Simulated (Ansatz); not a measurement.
Ansatz results at the PBE0-D4/def2-TZVP geometry: LUMO energy (ωB97M-V/def2-TZVPP) 2.05 eV; size of the dipole moment (PBE/def2-TZVPP) 2.83 D; HOMO energy (PBE0/def2-TZVPP) -7.39 eV.

Each molecule was computed in one conformer, which needn't be the lowest.

Q: Which molecule gave them?
A. `CB(O)S`
B. `CCN(C)BCl`
C. `CC(C)B(C(C)C)C(C)C`
D. `CB([SeH])[SeH]`

A: B. The others give `CB(O)S`: 1.77, 0.31, -7.66; `CC(C)B(C(C)C)C(C)C`: 1.53, 0.00, -7.51; `CB([SeH])[SeH]`: 1.11, 0.89, -6.95.
